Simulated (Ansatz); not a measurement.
Ge(OEt)H3 (C2H8GeO). Charge 0, multiplicity 1. Geometry PBE-D4/def2-SVP, basis def2-TZVP, Ansatz.

```
run  HOMO (eV)  LUMO (eV)
  A      -6.45      -0.24
  B      -6.64      -0.43
  C      -7.67       0.28
  D      -6.14      -0.60
  E     -10.42       2.48
  F      -7.90       0.50
```

LC-ωPBE has ω = 0.4 bohr⁻¹. Another isomer (singlet) lies 0.24 eV lower at PBE0-D4/def2-TZVP; other spin states weren't run for this one.

Problem. The runs used B97M-V, LC-ωPBE, PBE, PBE0, r2SCAN, r2SCAN0. Estimate which is which.

Solution. A r2SCAN (0 % exact exchange); B B97M-V (0 % exact exchange); C PBE0 (25 % exact exchange); D PBE (0 % exact exchange); E LC-ωPBE (range-separated); F r2SCAN0 (25 % exact exchange). Exact exchange lowers occupied and raises empty levels; among semilocal functionals meta-GGAs tend to open the gap a little, and such runs are hard to tell apart. The gap grows from 5.54 eV (PBE) to 12.90 eV (LC-ωPBE).
